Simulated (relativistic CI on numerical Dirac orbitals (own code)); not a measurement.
## Tm³⁺: 5p photoemission

Computed with this model: Dirac-Coulomb-Breit CI, orbitals from a KLI potential per configuration, model QED (radiative potential, 1s self-energy scaled to tabulated hydrogen-like ionisation energies), valence Slater integrals scaled by 0.8, multiplet model of photoemission in the sudden approximation; configurations [Xe] 4f12 → [Kr] 4d10 4f12 5s2 5p5; 80 K; Lorentzian 0.6 eV and Gaussian 0.5 eV FWHM. Energies are those of the free ion, without screening or charge transfer. The energies are binding energies and can lie tens of eV above those of solids. S is read from ⟨S²⟩ = S(S + 1).

free ion: ground-state S = 0.99, centroid 62.09 eV. Peaks (eV, height): 59.5 (100), 66.6 (52).

Strongest unbroadened transitions for free ion:

```csv
Energy (eV),Relative strength
59.42,80.2
59.50,100.0
59.63,65.2
59.88,16.2
60.01,3.5
60.50,1.9
60.58,0.6
60.85,20.5
61.00,7.9
61.38,13.5
61.60,10.2
61.83,5.2
63.22,1.8
66.34,73.6
66.79,84.9
67.25,0.4
67.95,0.6
68.48,0.7
```
